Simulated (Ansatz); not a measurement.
Job for Ansatz (an electronic-structure program): U-r2SCAN/def2-TZVPP on PSe, 2S+1 = 2, a spin state set in the input, which need not be the lowest, a point of a bond scan (R = 2.038 Å).

Ansatz 0.2 input:
```yaml
crystal:
  periodic: [false, false, false]
  atoms:
    - {symbol: P, position_ang: [0.00000000, 0.00000000, 0.00000000]}
    - {symbol: Se, position_ang: [0.00000000, 0.00000000, 2.03760000]}
basis:
  gaussian:
    orbitals: def2-TZVPP
    pivot_positions_ang: [[0.00000000, 0.00000000, 0.00000000], [0.00000000, 0.00000000, 2.03760000]]
hamiltonian:
  xc: {name: r2SCAN}
magnetization: {spin_polarized: true, initial_magnetization: 1}
output: {forces: true, orbitals: {seedname: ./end}}
```

The head of its log:

```
WARN ansatz: RAYON_NUM_THREADS=1 ignored (pool sized by the plan → 1); use --threads N
Functional definition: r2SCAN
integrals: 0.02 GiB planned
674 factors; their error is unknown
mean field: 0.27 GiB planned
mean field evaluation 1: about -74636.5446 eV, gradient 9.3e0 eV
mean field evaluation 2: about -74636.4773 eV, gradient 9.9e0 eV
```

Task: Predict the final total energy.

Result: -2742.8585 hartree.
